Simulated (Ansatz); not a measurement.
Geometry optimisation, Ansatz 0.2.0, DFT PBE-D3(BJ), scalar-relativistic, plane waves, PAW.

input.yaml

```yaml
crystal:
  lattice:
    - [8.1, 0.0, 0.0]
    - [0.0, 8.1, 0.0]
    - [0.0, 0.0, 8.1]
  atoms:
    - { symbol: Al, position: [0.4951579, 0.0050227, 0.0012391] }
    - { symbol: Al, position: [0.7477484, 0.2488879, 0.0038373] }
    - { symbol: Al, position: [0.7505856, -0.0024224, 0.2549431] }
    - { symbol: Al, position: [0.0018178, 0.0061732, -0.0028977] }
    - { symbol: Al, position: [0.2541813, 0.2466731, -0.0004439] }
    - { symbol: Al, position: [0.5070382, 0.5032528, -0.000551] }
    - { symbol: Al, position: [0.745301, 0.7526348, 0.0028023] }
    - { symbol: Al, position: [0.2503849, -0.0048379, 0.2498264] }
    - { symbol: Al, position: [0.5022615, 0.2470815, 0.2453183] }
    - { symbol: Al, position: [0.7457912, 0.5097491, 0.2501761] }
    - { symbol: Al, position: [0.4974745, 6.04e-05, 0.504494] }
    - { symbol: Al, position: [0.7476771, 0.2536979, 0.5075348] }
    - { symbol: Al, position: [0.7538145, 0.0002819, 0.7502782] }
    - { symbol: Al, position: [0.003951, 0.5053023, 0.0005123] }
    - { symbol: Al, position: [0.2435063, 0.7455726, -0.0023711] }
    - { symbol: Al, position: [-0.0036331, 0.2484399, 0.2492914] }
    - { symbol: Al, position: [0.2547351, 0.5018841, 0.2499718] }
    - { symbol: Ti, position: [0.5013617, 0.7538015, 0.2482362] }
    - { symbol: Al, position: [-0.0023887, 0.0003226, 0.5004831] }
    - { symbol: Al, position: [0.2598698, 0.2450672, 0.4973711] }
    - { symbol: Al, position: [0.4963218, 0.5059157, 0.5037377] }
    - { symbol: Al, position: [0.7527503, 0.7386935, 0.5037465] }
    - { symbol: Al, position: [0.2455583, 0.0027677, 0.7418155] }
    - { symbol: Al, position: [0.5038422, 0.2507778, 0.7514771] }
    - { symbol: Al, position: [0.7487823, 0.5065054, 0.7504615] }
    - { symbol: Al, position: [-0.0008321, 0.7538616, 0.2589733] }
    - { symbol: Al, position: [-0.001746, 0.4956911, 0.5003035] }
    - { symbol: Al, position: [-0.0031986, 0.2590617, 0.7485534] }
    - { symbol: Al, position: [0.2518101, 0.5010928, 0.750233] }
    - { symbol: Al, position: [0.5046413, 0.7522554, 0.7541636] }
    - { symbol: Al, position: [-0.0002931, 0.7525652, 0.7498596] }
basis:
  ecutwfc: 420.0
kpoints:
  mp_grid: { grid: [3, 3, 3] }
hamiltonian:
  xc: pbe
  dispersion: d3bj
  pseudopotentials: { kind: paw, azcp: { folder: soft_1 } }
scf:
  occupations: { method: fermi_dirac, width: 0.15 }
  lower_state_search: "off"
relax:
  f_tol: 0.03
  max_steps: 60
  adjacent_minimum: "off"
output:
  write_density: true
  write_potential: true
  elf: true
  volumetric_format: npy
```

Launched with:

```bash
$ ansatz run input.yaml --threads 4 --pin off --max-ram 10240MiB --backend cpu --events-out ev --progress --plain --runs-dir out
```

Task: Where does it end, and by what steps?

Result: It converged. Limits of this set-up: coarse k mesh, a small cell, in which the defect meets its images. After 2 steps the energy has fallen by 0.251 eV; Al22 moved furthest, 0.12 Å.

```json
{"step": "0", "energy less start (eV)": "0.0000", "largest force component (eV/Å)": "0.474", "accepted": "yes"}
{"step": "1", "energy less start (eV)": "-0.2397", "largest force component (eV/Å)": "0.102", "accepted": "yes"}
{"step": "2", "energy less start (eV)": "-0.2509", "largest force component (eV/Å)": "0.019", "accepted": "yes"}
```

```xyz
31
Lattice="8.1000 0.0000 0.0000 0.0000 8.1000 0.0000 0.0000 0.0000 8.1000" Properties=species:S:1:pos:R:3
Al 4.059 0.009 0.007
Al 6.071 2.036 0.009
Al 6.075 0.010 2.025
Al 0.004 0.006 0.020
Al 2.036 2.030 0.019
Al 4.055 4.058 0.009
Al 6.090 6.078 -0.008
Al 2.045 -0.021 2.071
Al 4.051 2.034 2.031
Al 6.073 4.059 2.029
Al 4.007 -0.023 4.036
Al 6.060 2.029 4.050
Al 6.060 0.005 6.077
Al 0.009 4.060 0.019
Al 2.050 6.090 0.015
Al 0.015 2.033 2.033
Al 2.045 4.094 2.068
Ti 4.083 6.085 1.996
Al 0.016 -0.003 4.076
Al 2.019 2.041 4.066
Al 4.017 4.094 4.039
Al 6.062 6.091 4.032
Al 2.008 -0.001 6.068
Al 4.050 2.035 6.068
Al 6.064 4.061 6.076
Al 0.066 6.084 2.077
Al 0.008 4.073 4.078
Al -0.024 2.030 6.105
Al 2.006 4.072 6.073
Al 4.007 6.082 6.018
Al 0.022 6.085 6.058
```

Time of the run: 74 s on 4 threads of Intel(R) Xeon(R) Platinum 8259CL CPU @ 2.50GHz (Skylake/Cascade Lake), on a shared host, peak memory 1.6 GiB.
